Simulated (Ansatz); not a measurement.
Reactions of FH₇OSi₃ (`O[SiH](F)[SiH2][SiH3]`).

Computed with Ansatz on PBE0-D4/def2-TZVP structures; ΔE is electronic, products minus reactants. CCSD(T)/CBS adds triple-zeta CCSD(T) − MP2 to the extrapolated MP2 energy (def2 sets, frozen cores). This one scheme is used for every species. For Br outer-core shells are correlated without core-valence functions, which leaves a few kJ/mol of doubt a bond. Scalar relativity is left out up to krypton. Each species was taken in one conformer, which may not be the lowest.

**Question.** Order these by ΔE at CCSD(T)/CBS, lowest first. (Estimate.)
A. `O[SiH](F)[SiH2][SiH3]` + `C[SiH](N)O` → `C[Si@H](O)N[Si@@H](O)F` + disilane
B. `O[SiH](F)[SiH2][SiH3]` + `N[SiH3]` → `N[SiH2][SiH2][SiH3]` + `O[SiH2]F`
C. `O[SiH](F)[SiH2][SiH3]` + `[CH2]1[NH][AlH]1` → `[SiH3][SiH2][N]1[CH2][AlH]1` + `O[SiH2]F`
D. `O[SiH](F)[SiH2][SiH3]` + `BOC` → `COB[SiH3]` + `O[SiH](F)[SiH3]`
E. `O[SiH](F)[SiH2][SiH3]` + `CBO` → `CBO[SiH](O)F` + disilane
F. `O[SiH](F)[SiH2][SiH3]` + HBr → `O[SiH](F)[SiH2]Br` + SiH₄

**Answer.** E (-29.1 kcal/mol), A (-23.7 kcal/mol), F (-20.9 kcal/mol), C (-17.5 kcal/mol), B (-2.1 kcal/mol), D (+6.8 kcal/mol).

Largest T1 diagnostic: 0.015, for `[CH2]1[NH][AlH]1`.
